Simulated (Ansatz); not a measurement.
C$_{2}$H$_{5}$ISn, SMILES `[I][SnH]1[CH2][CH2]1`, relaxed with RKS PBE0-D4/def2-TZVP in Ansatz 0.2.0 from a PBE-D4/def2-SVP geometry. The force threshold is 0.005 eV/Å; the program also tests the step.

The species carries charge 0 and has multiplicity 1. I, Sn: def2 effective core potential.

Start:

```xyz
9

I     2.358   -1.501    1.437
Sn    1.075   -1.097   -1.036
C    -0.032    1.157   -0.284
C    -0.942    0.324    0.311
H    -0.416   -2.013   -0.588
H    -0.247    1.656   -1.243
H     0.867    1.492    0.261
H    -0.763   -0.095    1.314
H    -1.901    0.077   -0.171
```

| step | energy (eV) | largest force (eV/Å) | largest move (Å) |
| --- | --- | --- | --- |
| 1 | -16087.4098 | 0.471 | 0.000 |
| 2 | -16087.4411 | 0.320 | 0.104 |
| 3 | -16087.4548 | 0.191 | 0.085 |
| 4 | -16087.4577 | 0.107 | 0.017 |
| 5 | -16087.4586 | 0.040 | 0.008 |
| 6 | -16087.4587 | 0.022 | 0.009 |
| 7 | -16087.4588 | 0.010 | 0.007 |
| 8 | -16087.4588 | 0.009 | 0.007 |
| 9 | -16087.4588 | 0.002 | 0.002 |

End:

```xyz
9

I     2.294   -1.468    1.424
Sn    1.044   -1.084   -1.030
C    -0.032    1.153   -0.275
C    -0.920    0.322    0.311
H    -0.402   -2.014   -0.591
H    -0.249    1.638   -1.220
H     0.860    1.477    0.252
H    -0.736   -0.096    1.293
H    -1.861    0.073   -0.164
```

Hardware: 4 threads of a server CPU on a shared host. Wall time 27 s, peak host memory 0.57 GiB.
